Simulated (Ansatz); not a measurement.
`[CH]1=[CH][GeH2][AlH]1`. Total charge 0; spin multiplicity 1. All single points use the PBE0-D4/def2-TZVP geometry.

```xyz
9

C     1.377    0.083   -0.131
C     0.364   -0.180   -0.988
Ge   -1.397   -0.123   -0.071
Al    0.400    0.351    1.525
H     2.409    0.092   -0.478
H     0.531   -0.393   -2.046
H    -2.332    0.948   -0.672
H    -2.150   -1.467   -0.164
H     0.797    0.690    3.026
```

**Question.** What is the dipole moment at B3LYP/def2-TZVPP? (Best estimate.)

**Answer.** Ansatz gave: 0.74 D, with components (0.70, 0.10, 0.22) D in this frame, pointing from negative to positive charge.

**Question.** And with PBE, r2SCAN, ωB97M-V? (Estimate.)

**Answer.** Ansatz gave: PBE 0.73 D, r2SCAN 0.77 D, ωB97M-V 0.76 D.

**Question.** Give the Mulliken charges with B3LYP, r2SCAN, ωB97M-V in def2-TZVPP. (An estimate is asked.)

**Answer.** Ansatz gave: 
```json
{"atom": "C1", "B3LYP": "-0.28", "r2SCAN": "-0.32", "ωB97M-V": "-0.30"}
{"atom": "C2", "B3LYP": "-0.15", "r2SCAN": "-0.07", "ωB97M-V": "-0.19"}
{"atom": "Ge3", "B3LYP": "0.05", "r2SCAN": "-0.01", "ωB97M-V": "-0.01"}
{"atom": "Al4", "B3LYP": "0.36", "r2SCAN": "0.48", "ωB97M-V": "0.38"}
{"atom": "H5", "B3LYP": "0.09", "r2SCAN": "0.05", "ωB97M-V": "0.10"}
{"atom": "H6", "B3LYP": "0.10", "r2SCAN": "0.07", "ωB97M-V": "0.11"}
{"atom": "H7", "B3LYP": "-0.03", "r2SCAN": "-0.03", "ωB97M-V": "0.00"}
{"atom": "H8", "B3LYP": "-0.03", "r2SCAN": "-0.03", "ωB97M-V": "0.00"}
{"atom": "H9", "B3LYP": "-0.12", "r2SCAN": "-0.14", "ωB97M-V": "-0.09"}
```

B3LYP here is the variant with VWN-RPA as its local correlation; programs differ in this.
